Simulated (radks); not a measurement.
Task: Zn19+, 11 electrons, occupied as [Ne] 3s1 (the NIST ground configuration). All-electron calculation, Dirac Kohn-Sham, PBE, spin-unpolarised, spherical densities, point nucleus. Program: a radial shooting solver on a logarithmic mesh with Libxc functionals. Some entries of the table are withheld. Estimate them.

orbital,occ.,eigenvalue (eV),<r^2> (bohr^2)
1s1/2,2,(1),0.003401
2s1/2,2,-1890.027,0.05817
2p1/2,2,-1759.284,0.04514
2p3/2,4,-1734.569,0.04653
3s1/2,1,(2),(3)
3p1/2,0,(4),(5)
3p3/2,0,(6),(7)
3d3/2,0,-612.4758,0.2774
3d5/2,0,-611.3378,0.2788
4s1/2,0,-375.8818,1.225
4f5/2,0,-323.1603,(8)
4f7/2,0,-323.0002,(9)

Result: 
(1) 1s1/2 eigenvalue (eV): -10293.51
(2) 3s1/2 eigenvalue (eV): -718.5599
(3) 3s1/2 <r^2> (bohr^2): 0.3520
(4) 3p1/2 eigenvalue (eV): -676.8383
(5) 3p1/2 <r^2> (bohr^2): 0.3369
(6) 3p3/2 eigenvalue (eV): -671.2093
(7) 3p3/2 <r^2> (bohr^2): 0.3429
(8) 4f5/2 <r^2> (bohr^2): 0.8982
(9) 4f7/2 <r^2> (bohr^2): 0.8995
